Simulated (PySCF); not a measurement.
From computed data to an observable: oscillator strength and radiative lifetime

CH₂FNOSi, SMILES F[SiH2]OC#N.

Geometry optimised at ωB97X-D3(BJ)/def2-SVP. This is a generated structure with no PubChem entry under its InChIKey; it may be hypothetical. The values are those of a single conformer.

TDA-PBE/def2-SVPD run with PySCF puts the first singlet state with f over 0.02 at 6.51 eV (vertical), with the transition dipole (0.415, 0.011, -0.015) in atomic units.

Task: Find the oscillator strength, the wavelength and the radiative lifetime that this transition would have in vacuum if emission retraced absorption.

Result: 
|μ|² = 0.1726 au, so |μ| = 1.06 D. ΔE = 6.51/27.211 = 0.2392 hartree. f = (2/3) ΔE |μ|² = 0.028 (the program prints 0.028).
λ = 1239.84/6.51 = 190 nm; ν = 52507 cm⁻¹.
Einstein's coefficient A = 0.6670 ν² f s⁻¹ (ν in cm⁻¹) = 5.1e7 s⁻¹, so τ = 1/A = 20 ns. This state is S3; the lower singlets have f = 0.009, 0.008. The figure is the radiative limit of this one transition; relaxation, internal conversion, crossing to triplets and a medium change what is measured.
